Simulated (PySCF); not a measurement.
Computed data sheet: `C/C=C\C=C/O[SiH3]`

C5H10OSi.
SMILES with atom numbers: `[CH3:1]/[CH:2]=[CH:3]\[CH:4]=[CH:5]/[O:6][SiH3:7]` (hydrogens: H8, H9, H10 on C1; H11 on C2; H12 on C3; H13 on C4; H14 on C5; H15, H16, H17 on Si7)

Structure used (PBE0-D3(BJ)/def2-SVP), in Å, numbered top down from 1:
```xyz
17
C5H10OSi angstrom
C     -3.382   -0.570   -0.617
C     -2.282    0.322   -0.149
C     -0.973    0.022   -0.043
C     -0.351   -1.246   -0.368
C      0.965   -1.495   -0.242
O      1.840   -0.577    0.224
Si     3.513   -0.664    0.152
H     -3.030   -1.571   -0.904
H     -4.149   -0.695    0.166
H     -3.899   -0.134   -1.489
H     -2.586    1.335    0.140
H     -0.294    0.798    0.322
H     -0.964   -2.071   -0.736
H      1.381   -2.477   -0.500
H      3.996   -0.422   -1.240
H      4.016    0.390    1.068
H      3.963   -2.019    0.595
```

Some functional groups and rings: C=C double bond and Si–H bond.

From PBE0-D3(BJ)/def2-SVP geometry optimisation, gas phase (PySCF):

```
Point group                  : C1
Rotational constants A, B, C : 10.171, 0.709, 0.672 GHz
```

**CAM-B3LYP/def2-SVPD ground state, ΔSCF and vertical TDDFT (core frozen in the response) (PySCF)**

```
Dipole moment                                                     : 1.00 D
HOMO energy                                                       : -7.15 eV
LUMO energy                                                       : 0.55 eV
HOMO–LUMO gap                                                     : 7.70 eV
Lowest singlet excitation                                         : 5.32 eV (233 nm, f = 0.854)
Strongest line among the 10 lowest singlet transitions            : S1 at 5.32 eV (233 nm, f = 0.854)
Lowest triplet excitation (Tamm–Dancoff)                          : 2.96 eV
Static isotropic polarisability                                   : 103.3 au
Vertical ionisation energy                                        : 7.80 eV
Electronic spatial extent ⟨r²⟩ about the centre of nuclear charge : 1685 bohr²
```

From PBE0/pcSseg-1 ground state and GIAO shieldings, non-relativistic (PySCF):

```
Lowest Hirshfeld atomic charge                              : -0.19 e on O6
Highest Hirshfeld atomic charge                             : +0.40 e on Si7
13C chemical shifts (computed TMS as zero) by class         : 146.8 (C5), 130.5 (C2), 128.7 (C3), 112.7 (C4), 15.8 (C1) ppm
1H chemical shifts (computed TMS as zero) by class          : 6.67 (H12), 6.10 (H14), 5.58 (H13), 5.45 (H11), 4.93 (H15/H16/H17), 1.79 (H8/H9/H10) ppm
Isotropic shieldings of nuclei other than C and H, by class : 239 (O6), 380 (Si7) ppm
Mayer bond orders between heavy atoms                       : C1–C2 1.07, C2–C3 1.86, C3–C4 1.10, C4–C5 1.82, C5–O6 0.99, O6–Si7 0.89
```

**delta-SCF UKS SCAN, pcX-2 on the ionised atom, pcseg-1 elsewhere, spin-free X2C; 2p3/2 from a spin–orbit splitting computed afterwards within the 2p shell (PySCF)**

```
Core binding energies : Si2p3/2 107.7 (Si7), C1s 289.6 (C2), C1s 289.9 (C4), C1s 289.9 (C3), C1s 290.5 (C1), C1s 291.4 (C5), O1s 538.3 (O6), Si1s 1847.6 (Si7) eV
```

Monoisotopic mass from the formula: 114.0501 u.

S1 lies 2.38 eV below the HOMO–LUMO gap; its leading configuration is HOMO→LUMO, weight 0.97. The largest Löwdin shares of the HOMO are 0.21 on C2, 0.19 on C5, 0.19 on C4 and 0.15 on C3. No computed singlet falls in the visible range (750 to 380 nm, 1.65 to 3.26 eV); S1 lies 2.06 eV above its blue end. The ΔSCF ionisation energy exceeds −ε(HOMO) by 0.65 eV with CAM-B3LYP. With B = h/(8π²I), that is 505.379 GHz u Å² over I, the principal moments of inertia are 49.7, 712.8 and 751.9 u Å² (most abundant isotopes). The dipole matches unit charges of opposite sign 0.21 Å apart (1 e·Å = 4.8032 D).

One conformer (not necessarily the lowest) at the PBE0-D3(BJ)/def2-SVP geometry, without solvent or vibrations. NMR classes are plain means over equivalent atoms (diastereotopic ones count apart unless rotation or inversion swaps them), as if these changed places fast; in this geometry the members of some classes differ.

For the core-ionisation job (SCAN ΔSCF), hardware: one thread of an Arm Neoverse V2, no GPU, shared host. Cost: 79 s.
